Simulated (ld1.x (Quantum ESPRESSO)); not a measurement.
# Ranking PAW potentials for potassium

All share these settings but for the change named:

| Quantity | Value |
| --- | --- |
| Element | potassium (K) |
| Generator | ld1.x (Quantum ESPRESSO) 7.5 |
| Type | PAW |
| Functional | PW91 |
| Relativity | scalar-relativistic |
| Frozen core | [Ne] |
| Valence charge | 9 |
| Reference configuration | 3s2 3p6 3d0 4s0.5 4p0 (charge +0.5) |
| Partial waves | 3s (bound): rcut 1.70, rcutus 2.10 bohr; 4s (bound): rcut 1.70, rcutus 2.10 bohr; 3p (bound): rcut 1.95, rcutus 2.00 bohr; 4p (bound, empty): rcut 1.95, rcutus 2.00 bohr; 3d (bound, empty): rcut 3.95, rcutus 4.55 bohr; 3d channel at 2.2 Ry: rcut 3.95, rcutus 4.55 bohr |
| Local potential | all-electron potential smoothed inside 2.30 bohr (lloc = -2) |
| Core correction | Bessel-smoothed model core inside 1.55 bohr |
| Augmentation charge | PSQ, inside the norm-conserving radii |

Test errors are all-electron minus pseudo excitation energies from the reference, over 3s2 3p6 3d0 4s1 4p0; 3s2 3p6 3d0 4s0 4p0; 3s2 3p6 3d0 4s0 4p1; 3s2 3p5 3d0 4s1 4p0; 3s1 3p6 3d0 4s1 4p0; 3s2 3p6 3d0.5 4s0.5 4p0; 3s2 3p6 3d1 4s0 4p0. None of these files shows a bound ghost.

The base gives 4.1 meV.

Of 7 variants that were run, those that failed, showed a ghost or another fault, or gave nearly equal values are left out.

A variant can come out equal or close to the base, since the largest error may sit in a test that the change hardly touches while other tests move.

(1) Rank these variants by their largest absolute test error, smallest first.
A. waves 3p (bound): rcut 1.95, rcutus 2.18 bohr; 4p (bound): rcut 1.95, rcutus 2.18 bohr
B. waves 3p (bound): rcut 1.95, rcutus 2.40 bohr; 4p (bound): rcut 1.95, rcutus 2.40 bohr
C. waves 3p (bound): rcut 1.22, rcutus 1.30 bohr; 4p (bound): rcut 1.22, rcutus 1.30 bohr

Answers

(1) C (4.1 meV), A (5.7 meV), B (11.5 meV).
